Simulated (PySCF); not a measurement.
Positional isomers: butadiene chloro+silyl. Gas-phase values, no solvent. One relaxed conformer stands for each flexible species; it need not be the lowest. Strings in code marks are SMILES.

The four lowest singlet excitations (Tamm–Dancoff). All values below come from PySCF with PBE-D3(BJ)/def2-TZVP // CAM-B3LYP-D3(BJ)/def2-TZVP. Excitations are Tamm–Dancoff values on a coarser integration grid. The basis has no diffuse functions, so Rydberg states are missing or too high.

```tsv
state	energy (eV)	wavelength (nm)	oscillator strength
S1	4.90	253	0.000
S2	5.09	244	0.523
S3	5.59	222	0.000
S4	5.87	211	0.000
```

### Question
Name which member gives these states.
A. `C=C/C([SiH3])=C/Cl` (C–C–C–Si torsion 0°)
B. `C=C/C([SiH3])=C\Cl` (C–C–C–Si torsion 0°)
C. `C=C(Cl)/C=C\[SiH3]` (Cl–C–C–C torsion 0°)
D. `C=C/C=C(/[SiH3])Cl` (C–C–C–C torsion 180°)

### Answer
D, `C=C/C=C(/[SiH3])Cl` (C–C–C–C torsion 180°)
